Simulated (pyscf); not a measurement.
**O=Mg, singlet**

Gas-phase minimum from PySCF at ωB97X-D3(BJ)/def2-SVP, one conformer. 

```
Mg
O 1 1.7414
```
Charge 0, spin multiplicity 1.

Properties at ωB97X-D3(BJ)/def2-SVP:

```
Property                                                                                                                        Result
---------------------------------------------------------------------------------------------------------------------  ---------------
Harmonic wavenumbers, unscaled                                                                                                842 cm⁻¹
Zero-point energy                                                                                                         1.2 kcal/mol
Rotational symmetry number                                                                                                           1
Entropy of this conformer at 298 K and 1 atm, rigid rotor and harmonic oscillator, modes under 100 cm⁻¹ raised to 100  212.8 J/(mol K)
Dipole moment                                                                                                                   7.92 D
```

Single-point totals, which compare only within one level (frozen core for MP2 and CC):

```tsv
level	total energy (hartree)
ωB97X-D3(BJ)/def2-TZVP	-275.26013
PBE/def2-TZVP	-275.05862
r²SCAN/def2-TZVP	-275.18475
B3LYP-D3(BJ)/def2-TZVP	-275.27134
PBE0-D3(BJ)/def2-TZVP	-275.05460
M06-2X/def2-TZVP	-275.18379
ωB97M-D3(BJ)/def2-TZVP	-275.29717
HF/def2-TZVPP	-274.37476
MP2/def2-TZVPP	-274.86211
CCSD/def2-TZVPP	-274.84497
CCSD(T)/def2-TZVPP	-274.86992
```

A restricted solution here is unstable towards spin polarisation, so biradical character is likely and single-reference numbers are less safe. The CCSD(T) − MP2 part came from Ansatz, without density fitting, on the same reference. The frozen core leaves the outer d or s,p core shells of the metals and heavy elements correlated in the MP2 and CC values, and def2-TZVPP describes them poorly, so these totals are far from the basis limit.
